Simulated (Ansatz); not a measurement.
Process, species as SMILES: N[SiH][SiH2]N -> N[SiH2]N[SiH2]
Geometries: B3LYP-D3(BJ)/def2-TZVP minima from Ansatz (an electronic-structure program), one conformer each, not searched for the lowest.

Quantity: isomerisation energy (electronic energy difference), in eV. Cores are frozen in the correlated levels unless marked. Open shells are spin-unrestricted. Spin-orbit coupling is left out. Non-relativistic. Basis-set limits of correlation are two-point, X^-3; Hartree-Fock from the larger set. The bracket is a focal-point correction in the basis named.

```tsv
level	program	isomerisation energy (eV)	minus last row
B3LYP-D3(BJ)/def2-TZVPD	Ansatz + dftd3	-0.62	0.07
PBE0-D3(BJ)/def2-TZVP	Ansatz + dftd3	-0.53	0.16
PBE0/def2-QZVPP	Ansatz	-0.53	0.16
r2SCAN0-D4/def2-TZVPD	Ansatz + dftd4	-0.65	0.04
r2SCAN0/def2-TZVPD	Ansatz	-0.65	0.04
CAM-B3LYP-D3(BJ)/def2-TZVPD	Ansatz + dftd3	-0.69	0.00
wB97X-V/def2-TZVPD	Ansatz	-0.63	0.06
B2GP-PLYP-D3(BJ)/def2-TZVPD	Ansatz + dftd3	-0.70	-0.01
B2GP-PLYP/def2-TZVPD	Ansatz	-0.72	-0.03
MP2/6-31G*	Ansatz	-0.76	-0.07
MP2/CBS(cc-pV(T+d)Z,cc-pV(Q+d)Z)	Ansatz	-0.78	-0.09
RI-MP2/aug-cc-pV(T+d)Z	Ansatz	-0.76	-0.07
RI-MP2/cc-pV(Q+d)Z	Ansatz	-0.79	-0.10
RI-MP2/CBS(aug-cc-pV(T+d)Z,aug-cc-pV(Q+d)Z)	Ansatz	-0.77	-0.08
SCS-MP2/aug-cc-pV(T+d)Z	Ansatz	-0.77	-0.08
SCS-MP2/cc-pVTZ	Ansatz	-0.76	-0.07
SCS-MP2/cc-pV(Q+d)Z	Ansatz	-0.80	-0.11
CCSD/aug-cc-pV(D+d)Z	Ansatz	-0.60	0.09
CCSD(T)/cc-pV(Q+d)Z	Ansatz	-0.70	-0.01
RI-MP2/CBS(aug-cc-pV(T+d)Z,aug-cc-pV(Q+d)Z)+[CCSD(T)-MP2]/aug-cc-pV(T+d)Z	Ansatz	-0.68	0.01
CCSD(T)/CBS(cc-pV(T+d)Z,cc-pV(Q+d)Z)	Ansatz	-0.69	0.00
```
